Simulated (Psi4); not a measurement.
F3Ge, doublet, at a GFN2-xTB geometry; Psi4 1.11 with CAM-B3LYP/STO-3G.

Psi4 was given this input:
```
memory 2 GB

molecule {
0 2
F    -1.03403418   -1.26232646   -0.41313589
Ge    0.00285560    0.00944545    0.38125035
F     1.59592010   -0.27814980   -0.45721742
F    -0.57203918    1.50689244   -0.48520348
}

set {
  basis sto-3g
  reference uks
  cholesky_tolerance 1e-6
  scf_type cd
}

energy('cam-b3lyp')
print_variables()
```

The log (banner, timings and long lists left out):

```
   => Loading Basis Set <=

    Name: STO-3G
    Role: ORBITAL
    Keyword: BASIS

Traceback (most recent call last):
  File "psi4", line 375, in <module>
  File "<string>", line 27, in <module>
  File "site-packages/psi4/driver/driver.py", line 533, in energy
  File "site-packages/psi4/driver/procrouting/proc.py", line 2760, in run_scf
  File "site-packages/psi4/driver/procrouting/proc.py", line 1939, in scf_helper
  File "site-packages/psi4/driver/procrouting/proc.py", line 1433, in scf_wavefunction_factory
  File "site-packages/psi4/driver/procrouting/proc.py", line 1397, in build_functional_and_disp
  File "site-packages/psi4/driver/procrouting/dft/superfunctionals.py", line 135, in build_superfunctional

psi4.driver.p4util.exceptions.ValidationError: SCF: SCF_TYPE (CD) not supported for range-separated functionals, plese use SCF_TYPE = 'DF' to automatically select the correct JK build.

Printing out the relevant lines from the Psithon --> Python processed input file:
    core.IO.set_default_namespace("")
    core.set_global_option("BASIS", "sto-3g")
    core.set_global_option("REFERENCE", "uks")
    core.set_global_option("CHOLESKY_TOLERANCE", 1e-6)
    core.set_global_option("SCF_TYPE", "cd")
--> energy('cam-b3lyp')
    print_variables()

!----------------------------------------------------------------------------------!
!                                                                                  !
!  SCF: SCF_TYPE (CD) not supported for range-separated functionals, plese use     !
!     SCF_TYPE = 'DF' to automatically select the correct JK build.                !
!                                                                                  !
!----------------------------------------------------------------------------------!
```

The input was rejected before any calculation.
